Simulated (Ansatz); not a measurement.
Cartesian coordinates in Å:
```
S -0.7863 1.3373 1.9016
Si -0.0316 0.4555 0.1186
S -0.0925 2.1373 -1.1843
O -0.7834 -0.9064 -0.4938
Al 0.7773 -1.6490 -0.2314
H -0.3161 0.3686 2.7039
H -0.0292 1.3817 -2.2933
H 1.2619 -3.1250 -0.5213
```

Total charge 0; spin multiplicity 1.

Q: List the CAM-B3LYP/def2-TZVPP orbital energies in eV (the Gaussian-basis code of Ansatz). (Estimate.)

A: The calculation gave: Occupied: -2419.86, -2419.83, -1802.42, -1527.20, -522.16, -217.93, -217.89, -162.51, -162.47, -162.42, -162.38, -162.31, -162.28, -146.76, -115.22, -102.11, -102.10, -102.08, -75.94, -75.81, -75.74, -28.54, -22.67, -21.93, -15.49, -13.97, -13.61, -12.51, -12.10, -11.78, -11.43, -10.16, -9.55, -8.90, -7.56. Lowest empty: -0.84, -0.56, 0.74, 1.21, 2.04, 2.17, 2.42, 3.05.
